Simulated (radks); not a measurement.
All-electron atom: Ag35+ in [Ne] 3s2.

Calculated with a radial shooting solver on a logarithmic mesh with Libxc functionals: scalar-relativistic Kohn-Sham, r2SCAN, spin-polarised, spherical densities, finite nucleus; meta-GGA in the generalised Kohn-Sham scheme; Fermi nuclear charge, rms radius 4.5454 fm.

Energy parts (eV):
total: -117003.603
kinetic: 122478.728
electron-nucleus: -252172.057
Hartree: 14991.583
exchange-correlation: -2301.857

Orbitals (lengths in bohr, moments of r in powers of bohr; <r^-3> diverges for s and p1/2; r(max) is where P^2 peaks):
\begin{tabular}{lrrrrr}
orbital & occ. & eigenvalue (eV) & <1/r> & r(max) & <r^-3> \\ \hline
1s & 2 & -27448.16 & 49.45 & 0.02015 & - \\
2s & 2 & -5704.926 & 11.45 & 0.1130 & - \\
2p & 6 & -5337.847 & 11.02 & 0.09023 & 3913 \\
3s & 2 & -2272.491 & 4.630 & 0.3049 & - \\
3p & 0 & -2155.280 & 4.481 & 0.2929 & 988.5 \\
4s & 0 & -1183.155 & 2.547 & 0.5964 & - \\
\end{tabular}

The highest occupied level is 3s at -2272.5 eV. For comparison, the ionisation energy in NIST's Atomic Spectra Database is 2302 eV (semi-empirical). In exact Kohn-Sham theory the highest level is minus the ionisation energy, but local and semilocal functionals leave it too shallow, through self-interaction and a potential that decays too fast; potentials with the right tail come closer. Summed over all electrons, <r^2> = 0.3755 bohr^2, which gives a Langevin (diamagnetic) susceptibility term of -0.297 x 10^-6 cm^3/mol. The electron density at the nucleus is 1.504e+05 e/bohr^3 (large components only).
